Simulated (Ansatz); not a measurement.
Consider the isomerisation: `CC([SiH3])[SiH3]` → `C[SiH](C)[SiH3]`.

Calculated with Ansatz (gas phase, PBE0-D4/def2-TZVP geometries, no zero-point term in ΔE). CCSD(T)/CBS is the MP2 limit (def2-TZVPP, def2-QZVPP) plus CCSD(T) − MP2 in def2-TZVPP, frozen cores. Functionals use def2-TZVPP.

`CC([SiH3])[SiH3]`:

Z-matrix (Å, degrees):
```
C
C 1 1.535
H 1 1.094 2 111.7
H 1 1.094 2 111.7 3 -120.4
H 1 1.094 2 111.2 3 119.8
Si 2 1.877 1 111.4 3 -57.1
Si 2 1.877 1 111.4 3 177.4
H 2 1.098 1 109.8 3 60.2
H 6 1.489 2 110.0 1 -63.0
H 6 1.490 2 110.1 1 56.2
H 6 1.488 2 111.0 1 176.7
H 7 1.488 2 111.0 1 -177.2
H 7 1.489 2 110.0 1 62.4
H 7 1.490 2 110.1 1 -56.7
```

`C[SiH](C)[SiH3]`:

```xyz
14

C    -0.816    0.431   -1.621
Si    0.108    0.552    0.008
C     1.855   -0.113   -0.164
Si   -1.043   -0.624    1.677
H    -1.826    0.839   -1.534
H    -0.293    0.989   -2.402
H    -0.898   -0.609   -1.945
H     0.173    1.985    0.425
H     2.403    0.439   -0.932
H     2.406   -0.023    0.775
H     1.844   -1.168   -0.450
H    -0.337   -0.537    2.987
H    -1.154   -2.067    1.317
H    -2.423   -0.094    1.860
```

```tsv
level	ΔE (kcal/mol)	difference from CCSD(T)/CBS
LDA (SPW92)	-14.1	-1.6
revPBE-D4	-14.6	-2.1
r2SCAN-D4	-14.9	-2.4
B97M-V	-15.4	-2.9
ωB97X-V	-12.8	-0.3
ωB97M-V	-12.1	0.4
PBE-QIDH	-13.3	-0.8
PBE	-16.2	-3.7
revPBE	-17.1	-4.6
r2SCAN	-15.0	-2.5
PBE0	-15.4	-2.9
CAM-B3LYP	-13.1	-0.6
SCS-MP2/def2-TZVPP	-10.5	2.0
CCSD(T)/def2-TZVPP	-12.2	0.3
HF/def2-QZVPP	-11.4	1.1
HF/CBS(def2)	-11.4	1.1
CCSD(T)/CBS	-12.5	0
```

Largest T1 diagnostic among the species: 0.011.

From PBE to PBE0 (25 % exact exchange), in def2-TZVPP and without D4, ΔE moves by +0.8 kcal/mol. At CCSD(T), def2-SVP lies +3.3 kcal/mol from the extrapolated value and def2-TZVPP +0.3 kcal/mol. Leaving LDA and LC-ωPBE aside and taking each functional with its dispersion term where it has one, the values, not all of them listed here, spread over 3.6 kcal/mol, from PBE-D4 to ωB97M-V. LDA lies +2.1 kcal/mol from PBE without D4.

CCSD(T)/CBS has its own doubt, a few kJ/mol and more with outer-core shells, so smaller differences from it don't rank the levels.
